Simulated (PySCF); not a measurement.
C$_{6}$H$_{13}$O (SMILES [CH2]C(C)CC(C)O), doublet, geometry from GFN2-xTB; MP2/6-31G (PySCF).

PySCF was given this input:
```python
from pyscf import gto, scf, mp

mol = gto.Mole()
mol.atom = '''
    C    -1.385426   -1.246117   -1.158260
    C    -1.281644   -0.781560    0.237417
    C    -2.066712    0.506019    0.473819
    C     0.196911   -0.644188    0.664779
    C     0.998287    0.309930   -0.227567
    C     2.489919   -0.026826   -0.195510
    O     0.774205    1.630347    0.229659
    H    -0.800273   -2.081416   -1.492898
    H    -2.076324   -0.797064   -1.843326
    H    -1.703532   -1.559055    0.901847
    H    -3.107006    0.372851    0.185306
    H    -2.029430    0.784855    1.523779
    H    -1.640764    1.319222   -0.105366
    H     0.248040   -0.273467    1.688973
    H     0.662524   -1.629860    0.626602
    H     0.628256    0.209413   -1.264173
    H     3.052859    0.675857   -0.809144
    H     2.660869   -1.029080   -0.578346
    H     2.860578    0.030799    0.825695
    H     1.342551    2.230620   -0.264295
'''
mol.basis = '6-31g'
mol.charge = 0
mol.spin = 1
mol.verbose = 4
mol.cart = True
mol.build()

mf = scf.UHF(mol)
mf.kernel()

pt = mp.MP2(mf)
pt.kernel()
print('E(MP2) = %.10f' % pt.e_tot)
mf.analyze()
```

**Question.** Write the output that PySCF gives for this input, abridged.

**Answer.** 
```
PySCF version 2.14.0

[INPUT] verbose = 4
[INPUT] num. atoms = 20
[INPUT] num. electrons = 57
[INPUT] charge = 0
[INPUT] spin (= nelec alpha-beta = 2S) = 1
[INPUT] symmetry False subgroup None
[INPUT] Mole.unit = angstrom
[INPUT] Cartesian GTO integrals (6d 10f)
[INPUT] Symbol           X                Y                Z      unit          X                Y                Z       unit  Magmom
[...]
nuclear repulsion = 327.925559632238
number of shells = 61
number of NR pGTOs = 206
number of NR cGTOs = 89
basis = 6-31g
ecp = {}

******** <class 'pyscf.scf.uhf.UHF'> ********
method = UHF
initial guess = minao
damping factor = 0
level_shift factor = 0
DIIS = <class 'pyscf.scf.diis.CDIIS'>
diis_start_cycle = 1
diis_space = 8
diis_damp = 0
SCF conv_tol = 1e-09
SCF conv_tol_grad = None
SCF max_cycles = 50
direct_scf = True
direct_scf_tol = 1e-13
number electrons alpha = 29  beta = 28
Set gradient conv threshold to 3.16228e-05
init E= -310.718927069496

cycle= 1 E= -309.349119384044  delta_E= 1.37  |g|= 0.395  |ddm|= 2.62
cycle= 2 E= -309.436447289042  delta_E= -0.0873  |g|= 0.197  |ddm|= 0.565
cycle= 3 E= -309.453048132402  delta_E= -0.0166  |g|= 0.0523  |ddm|= 0.205
cycle= 4 E= -309.455371047178  delta_E= -0.00232  |g|= 0.0135  |ddm|= 0.09
cycle= 5 E= -309.45561829966  delta_E= -0.000247  |g|= 0.00731  |ddm|= 0.0272
cycle= 6 E= -309.455706741942  delta_E= -8.84e-05  |g|= 0.003  |ddm|= 0.0188
cycle= 7 E= -309.455723910546  delta_E= -1.72e-05  |g|= 0.00089  |ddm|= 0.00946
cycle= 8 E= -309.455725517804  delta_E= -1.61e-06  |g|= 0.000332  |ddm|= 0.00292
cycle= 9 E= -309.455725704396  delta_E= -1.87e-07  |g|= 0.000162  |ddm|= 0.000913
cycle= 10 E= -309.455725754026  delta_E= -4.96e-08  |g|= 7.93e-05  |ddm|= 0.000485
cycle= 11 E= -309.45572576963  delta_E= -1.56e-08  |g|= 2.98e-05  |ddm|= 0.000309
cycle= 12 E= -309.455725771881  delta_E= -2.25e-09  |g|= 1.03e-05  |ddm|= 0.000131
cycle= 13 E= -309.45572577207  delta_E= -1.89e-10  |g|= 4.66e-06  |ddm|= 3.43e-05
Extra cycle  E= -309.455725772096  delta_E= -2.57e-11  |g|= 2.79e-06  |ddm|= 7.89e-06
converged SCF energy = -309.455725772096  <S^2> = 0.76314634  2S+1 = 2.0131034

******** <class 'pyscf.mp.ump2.UMP2'> ********
nocc = (np.int64(29), np.int64(28)), nmo = (89, 89)
E(UMP2) = -310.114125793523  E_corr = -0.658400021426978
E(SCS-UMP2) = -310.118339537765  E_corr = -0.662613765669416
E_corr(same-spin) = -0.147076453895721
E_corr(oppo-spin) = -0.511323567531257
E(MP2) = -310.1141257935
**** SCF Summaries ****
Total Energy =                        -309.455725772095661
Nuclear Repulsion Energy =             327.925559632237650
One-electron Energy =                -1069.756841697782647
Two-electron Energy =                  432.375556293449279
Two-electron Coulomb Energy =          476.376226736344222
DFT Exchange-Correlation Energy =      -44.000670442894943
**** MO energy ****
                             alpha | beta                alpha | beta
[...]
To work with the spin densities directly, `use mulliken_meta_spin()` only printing them here.

 ** Mulliken spin pop alpha/beta on meta-lowdin orthogonal AOs **
 ** Mulliken Spin Density (per AO)  **
spin_pop of  0  C 1s       -0.00001
spin_pop of  0  C 2s        0.07825
spin_pop of  0  C 3s       -0.00128
spin_pop of  0  C 2px       0.50769
spin_pop of  0  C 2py       0.40963
spin_pop of  0  C 2pz       0.11635
spin_pop of  0  C 3px       0.00454
spin_pop of  0  C 3py       0.00361
spin_pop of  0  C 3pz       0.00060
spin_pop of  1  C 1s        0.00000
spin_pop of  1  C 2s       -0.01736
spin_pop of  1  C 3s        0.00007
spin_pop of  1  C 2px      -0.02131
spin_pop of  1  C 2py      -0.02162
spin_pop of  1  C 2pz      -0.04513
spin_pop of  1  C 3px       0.00017
spin_pop of  1  C 3py       0.00019
spin_pop of  1  C 3pz       0.00011
spin_pop of  2  C 1s       -0.00000
spin_pop of  2  C 2s        0.00235
spin_pop of  2  C 3s        0.00000
spin_pop of  2  C 2px       0.00445
spin_pop of  2  C 2py       0.00435
spin_pop of  2  C 2pz       0.00223
spin_pop of  2  C 3px      -0.00002
spin_pop of  2  C 3py      -0.00002
spin_pop of  2  C 3pz       0.00004
spin_pop of  3  C 1s       -0.00000
spin_pop of  3  C 2s        0.00869
spin_pop of  3  C 3s        0.00004
spin_pop of  3  C 2px       0.02285
spin_pop of  3  C 2py       0.00254
spin_pop of  3  C 2pz       0.00460
spin_pop of  3  C 3px       0.00006
spin_pop of  3  C 3py       0.00006
spin_pop of  3  C 3pz       0.00001
spin_pop of  4  C 1s       -0.00000
spin_pop of  4  C 2s        0.00132
spin_pop of  4  C 3s        0.00001
spin_pop of  4  C 2px       0.00041
spin_pop of  4  C 2py      -0.00044
spin_pop of  4  C 2pz       0.00829
spin_pop of  4  C 3px       0.00008
spin_pop of  4  C 3py       0.00007
spin_pop of  4  C 3pz       0.00000
spin_pop of  5  C 1s        0.00000
spin_pop of  5  C 2s       -0.00021
spin_pop of  5  C 3s        0.00000
spin_pop of  5  C 2px      -0.00067
spin_pop of  5  C 2py      -0.00017
spin_pop of  5  C 2pz      -0.00040
spin_pop of  5  C 3px       0.00000
spin_pop of  5  C 3py      -0.00000
spin_pop of  5  C 3pz       0.00000
spin_pop of  6  O 1s       -0.00000
spin_pop of  6  O 2s        0.00001
spin_pop of  6  O 3s        0.00000
spin_pop of  6  O 2px       0.00006
spin_pop of  6  O 2py      -0.00001
spin_pop of  6  O 2pz       0.00122
spin_pop of  6  O 3px      -0.00001
spin_pop of  6  O 3py       0.00001
spin_pop of  6  O 3pz       0.00003
spin_pop of  7  H 1s       -0.05752
spin_pop of  7  H 2s        0.00057
spin_pop of  8  H 1s       -0.05803
spin_pop of  8  H 2s        0.00049
spin_pop of  9  H 1s        0.05097
spin_pop of  9  H 2s        0.00011
spin_pop of  10  H 1s       -0.00149
spin_pop of  10  H 2s        0.00003
spin_pop of  11  H 1s       -0.00265
spin_pop of  11  H 2s       -0.00000
spin_pop of  12  H 1s       -0.00113
spin_pop of  12  H 2s        0.00009
spin_pop of  13  H 1s       -0.00208
spin_pop of  13  H 2s       -0.00002
spin_pop of  14  H 1s       -0.00295
spin_pop of  14  H 2s        0.00004
spin_pop of  15  H 1s       -0.00449
spin_pop of  15  H 2s        0.00063
spin_pop of  16  H 1s        0.00051
spin_pop of  16  H 2s       -0.00000
spin_pop of  17  H 1s        0.00009
spin_pop of  17  H 2s        0.00000
spin_pop of  18  H 1s        0.00066
spin_pop of  18  H 2s        0.00000
spin_pop of  19  H 1s       -0.00019
spin_pop of  19  H 2s        0.00000
 ** Mulliken Spin Density (per atom)  **
spin density of  0 C =      1.11938
spin density of  1 C =     -0.10487
spin density of  2 C =      0.01338
spin density of  3 C =      0.03885
spin density of  4 C =      0.00975
spin density of  5 C =     -0.00144
spin density of  6 O =      0.00131
spin density of  7 H =     -0.05695
spin density of  8 H =     -0.05754
spin density of  9 H =      0.05108
spin density of  10 H =     -0.00146
spin density of  11 H =     -0.00266
spin density of  12 H =     -0.00104
spin density of  13 H =     -0.00210
spin density of  14 H =     -0.00291
spin density of  15 H =     -0.00386
spin density of  16 H =      0.00051
spin density of  17 H =      0.00009
spin density of  18 H =      0.00066
spin density of  19 H =     -0.00019
 ** Mulliken pop alpha/beta on meta-lowdin orthogonal AOs **
 ** Mulliken pop       alpha | beta **
In total            29.00000 | 28.00000
 ** Mulliken atomic charges   ( Nelec_alpha | Nelec_beta ) **
charge of  0C =     -0.23044  (     3.67491      2.55553 )
charge of  1C =     -0.04198  (     2.96855      3.07342 )
charge of  2C =     -0.29275  (     3.15307      3.13968 )
charge of  3C =     -0.16908  (     3.10397      3.06511 )
charge of  4C =      0.15338  (     2.92818      2.91844 )
charge of  5C =     -0.30595  (     3.15226      3.15369 )
charge of  6O =     -0.55764  (     4.27948      4.27817 )
charge of  7H =      0.09600  (     0.42353      0.48048 )
charge of  8H =      0.10351  (     0.41948      0.47701 )
charge of  9H =      0.08307  (     0.48400      0.43292 )
charge of  10H =      0.08588  (     0.45633      0.45779 )
charge of  11H =      0.09619  (     0.45057      0.45323 )
charge of  12H =      0.11150  (     0.44373      0.44477 )
charge of  13H =      0.10203  (     0.44793      0.45003 )
charge of  14H =      0.08349  (     0.45680      0.45971 )
charge of  15H =      0.07817  (     0.45898      0.46284 )
charge of  16H =      0.08734  (     0.45658      0.45608 )
charge of  17H =      0.10119  (     0.44945      0.44936 )
charge of  18H =      0.10344  (     0.44861      0.44795 )
charge of  19H =      0.31265  (     0.34358      0.34377 )
Dipole moment(X, Y, Z, Debye):  1.42128, -0.54577, -1.29981
```
